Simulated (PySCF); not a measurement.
B3LYP has the VWN-RPA correlation part, as in Gaussian. Delta-SCF ions had no search for a lower state. 

Cartesian coordinates (Å):
SMILES: SBS
```xyz
6

S      1.5885     0.2857     0.0139
B     -0.1429     0.7325     0.0301
S     -1.5796    -0.3313    -0.0152
H      1.4737    -1.0536    -0.0430
H     -0.3701     1.8964     0.0780
H     -0.9697    -1.5296    -0.0638
```
Charge 0, multiplicity 1.

Task: Give the HOMO–LUMO gap, vertical ionisation energy (Delta-SCF), dipole moment, HOMO and total energy at the level B3LYP-D3(BJ)/def2-TZVP (PySCF).

Result: 
The HOMO–LUMO gap is 6.28 eV. The vertical ionisation energy (Delta-SCF) comes out as 9.72 eV. The dipole moment is 1.44 D. The HOMO is -7.39 eV and the total energy comes out as -823.1740 Ha.
